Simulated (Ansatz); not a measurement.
A run on CH₇AlOSi, SMILES `[AlH2][O]C[SiH3]` with other settings.

```yaml
crystal:
  periodic: [false, false, false]
  atoms:
    - {symbol: Al, position_ang: [-0.578648, 2.259622, 0.118204]}
    - {symbol: O, position_ang: [-0.593708, 0.697432, -0.527724]}
    - {symbol: C, position_ang: [0.399429, -0.278535, -0.731159]}
    - {symbol: Si, position_ang: [0.114115, -1.735335, 0.440692]}
    - {symbol: H, position_ang: [0.809799, 2.872243, 0.573469]}
    - {symbol: H, position_ang: [-1.974590, 2.985601, 0.207529]}
    - {symbol: H, position_ang: [0.359929, -0.628349, -1.770342]}
    - {symbol: H, position_ang: [1.412283, 0.122530, -0.578016]}
    - {symbol: H, position_ang: [1.170760, -2.767662, 0.250282]}
    - {symbol: H, position_ang: [0.164320, -1.240337, 1.843956]}
    - {symbol: H, position_ang: [-1.218188, -2.344212, 0.193609]}
basis:
  gaussian: {orbitals: cc-pVDZ}
hamiltonian: {xc: {name: PBE0}, dispersion: d4}
```

```sh
$ ansatz run in.yaml --threads 2 --pin off --events-out ev --progress --plain --max-ram 4352MiB
```

It prints (some lines left out):

```
Functional definition: PBE0
922 factors; integrals over basis functions are off by at most 1.0e-3 eV
mean field evaluation 1: about -17657.8952 eV, gradient 4.7e1 eV
mean field evaluation 2: about -17643.4119 eV, gradient 9.5e1 eV
mean field evaluation 4: about -17662.4369 eV, gradient 5.1e0 eV
mean field evaluation 8: about -17662.6582 eV, gradient 1.1e-1 eV
mean field evaluation 16: about -17662.6582 eV, gradient 4.8e-5 eV
mean field -17662.65821309 eV, -649.0907171513 hartree, gradient 4.8e-5 eV, S^2 0.000000; 0 other end points of the search recorded, 0 dependent functions left out
reference -17662.65825024 eV, -649.0907185166 hartree; 24, 24 occupied and 75, 75 virtual orbitals, 922 factors
Total energy: -17662.83818319 eV, -649.0973309306 hartree
```

It took 1.9 s on 2 threads of an Arm Neoverse V1 on a shared host, with 0.46 GiB of host memory at the peak.
